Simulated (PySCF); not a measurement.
## O: excitation energy

O [He] 2s2 2p4 (3P) → O [He] 2s1 2p5 (3P), as a difference of total energies. Computed with PySCF 2.14 in aug-cc-pVTZ (5s4p3d2f, 46 functions), with the non-relativistic Hamiltonian (point nucleus). Correlated levels: valence: 1s2 frozen. The calculations carry no spin-orbit coupling.

```tsv
method	excitation energy (cm⁻¹)
UHF	136120
MP2 (valence)	129140
SCS-MP2 (valence)	128600
CCSD (valence)	125810
CCSD(T) (valence)	123280
```

The upper state lies above the first ionisation limit, where it may autoionise and the basis confines it.

The coupled-cluster amplitudes are large for the upper state (T1 above 0.03 or a double amplitude above 0.15), so a single reference is strained.
